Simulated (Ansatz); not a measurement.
ammonia borane (H6BN), singlet, geometry from GFN2-xTB, atoms displaced at random by about 0.03 Å a coordinate; PBE0/def2-SVP, gradient in Ansatz (a first-principles code).

Input for Ansatz:
Ansatz 0.2 input:
```yaml
crystal:
  periodic: [false, false, false]
  atoms:
    - {symbol: B, position_ang: [-0.96863649, 0.12149279, -0.02107798]}
    - {symbol: N, position_ang: [0.72494157, -0.14024628, -0.04636047]}
    - {symbol: H, position_ang: [-1.34624159, -0.63540667, -0.86020390]}
    - {symbol: H, position_ang: [-1.03338721, 1.24406057, -0.30115754]}
    - {symbol: H, position_ang: [-1.30489549, -0.15709803, 1.02371031]}
    - {symbol: H, position_ang: [0.92606826, -1.03151465, 0.25909316]}
    - {symbol: H, position_ang: [1.15514267, 0.51489704, 0.74475324]}
    - {symbol: H, position_ang: [1.08034187, 0.13697128, -0.89488494]}
basis:
  gaussian:
    orbitals: def2-SVP
hamiltonian:
  xc: pbe0
output: {forces: true}
```

The log (banner, timings and long lists left out):

```
Functional definition: PBE0
593 factors; integrals over basis functions are off by at most 1.4e-3 eV
mean field evaluation 1: about -2254.9396 eV, gradient 4.0e1 eV
mean field evaluation 2: about -2254.6325 eV, gradient 4.4e1 eV
mean field evaluation 4: about -2259.0711 eV, gradient 9.2e-1 eV
mean field evaluation 8: about -2259.0712 eV, gradient 2.1e-3 eV
mean field -2259.07118793 eV, -83.0193349029 hartree, gradient 4.2e-5 eV, S^2 0.000000; 0 other end points of the search recorded, 0 dependent functions left out
the calculation of the forces begins
reference -2259.07121092 eV, -83.0193357477 hartree; 9, 9 occupied and 49, 49 virtual orbitals, 593 factors
Total energy: -2259.07121092 eV, -83.0193357477 hartree
Atom 0 at    -0.968636     0.121493    -0.021078 Å, force     1.903532    -0.700872    -1.525622 eV/Å
Atom 1 at     0.724942    -0.140246    -0.046360 Å, force    -1.563395     4.169843     5.020213 eV/Å
Atom 2 at    -1.346242    -0.635407    -0.860204 Å, force    -0.382495    -0.395043    -0.575153 eV/Å
Atom 3 at    -1.033387     1.244061    -0.301158 Å, force    -0.329804     1.559234    -0.374489 eV/Å
Atom 4 at    -1.304895    -0.157098     1.023710 Å, force    -0.684799    -0.519563     2.259848 eV/Å
Atom 5 at     0.926068    -1.031515     0.259093 Å, force     0.804468    -2.877364     0.256439 eV/Å
Atom 6 at     1.155143     0.514897     0.744753 Å, force    -1.109664    -1.655747    -2.359174 eV/Å
Atom 7 at     1.080342     0.136971    -0.894885 Å, force     1.362157     0.419511    -2.702062 eV/Å
Dipole moment:     1.095944    -0.126947     0.063459 e Å
```
